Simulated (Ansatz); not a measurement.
Relaxation of FH$_{7}$SSi$_{2}$ (11 atoms, charge 0, multiplicity 1), to a largest force component of 0.03 eV/Å in at most 50 steps.

Computed with RKS r2SCANh-D4/6-31G* (Ansatz 0.2.0).

```xyz
11
Properties=species:S:1:pos:R:3
Si -0.642 0.349 -0.947
F 0.031 -2.159 0.523
H -1.059 1.638 -1.570
H -1.698 -0.650 -1.232
Si -0.189 0.658 1.333
H 0.743 -2.157 -0.058
S 1.081 -0.402 -2.021
H -1.084 -0.158 2.192
H 1.232 0.315 1.611
H -0.385 2.095 1.680
H 1.970 0.472 -1.510
```

**Question.** Where does it end, and by what steps?

**Answer.** The run converged. After 9 steps the energy has fallen by 0.065 eV; H11 moved furthest, 0.24 Å.

| step | energy less start (eV) | largest force component (eV/Å) | accepted |
| --- | --- | --- | --- |
| 0 | 0.0000 | 0.835 | yes |
| 1 | 0.0093 | 1.596 | no |
| 2 | -0.0369 | 0.110 | yes |
| 3 | -0.0474 | 0.209 | yes |
| 4 | -0.0249 | 1.274 | no |
| 5 | -0.0549 | 0.141 | yes |
| 6 | -0.0588 | 0.084 | yes |
| 7 | -0.0614 | 0.136 | yes |
| 8 | -0.0636 | 0.105 | yes |
| 9 | -0.0649 | 0.025 | yes |

```xyz
11
Properties=species:S:1:pos:R:3
Si -0.668 0.398 -0.938
F 0.238 -2.189 0.558
H -0.937 1.700 -1.610
H -1.795 -0.521 -1.222
Si -0.218 0.665 1.349
H 0.738 -1.983 -0.219
S 1.007 -0.567 -1.953
H -1.019 -0.264 2.176
H 1.235 0.460 1.583
H -0.550 2.066 1.737
H 1.969 0.235 -1.461
```

Whether the end is a true minimum wasn't checked by a vibrational analysis.

Time of the run: 40 s on 2 threads of Intel(R) Xeon(R) Platinum 8259CL CPU @ 2.50GHz (Skylake/Cascade Lake), on a shared host, peak memory 0.23 GiB.
